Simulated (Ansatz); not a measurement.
Mulliken charges of BCl2H3OSi, SMILES `[SiH3]OB(Cl)Cl` from r2SCAN/def2-TZVPP in Ansatz (PBE0-D4/def2-TZVP geometry).

| atom | x (Å) | y (Å) | z (Å) | charge (e) |
| --- | --- | --- | --- | --- |
| Si1 | -0.133 | -0.352 | 1.204 | 0.424 |
| O2 | 0.623 | 0.387 | -0.087 | -0.364 |
| B3 | 0.327 | 0.478 | -1.383 | 0.387 |
| Cl4 | -1.126 | -0.275 | -2.042 | -0.151 |
| Cl5 | 1.386 | 1.358 | -2.463 | -0.130 |
| H6 | -1.481 | 0.234 | 1.386 | -0.054 |
| H7 | 0.722 | -0.077 | 2.379 | -0.057 |
| H8 | -0.226 | -1.809 | 0.951 | -0.054 |

Question: By hand: the dipole of these point charges (1 e Å = 4.8032 D).

Answer: Σ q r = (-0.116, -0.151, 0.374) e Å, of length 0.420 e Å = 2.02 D.

Question: How does the dipole of the full density compare? (An estimate is asked.)

Answer: Computed: (-0.078, -0.116, 0.325) e Å, 1.70 D; the point charges give 1.19 times that, at 4° from its direction.

Point charges leave out the atoms' own dipoles, such as those of lone pairs, and Mulliken's split depends on the basis, so the two needn't agree.
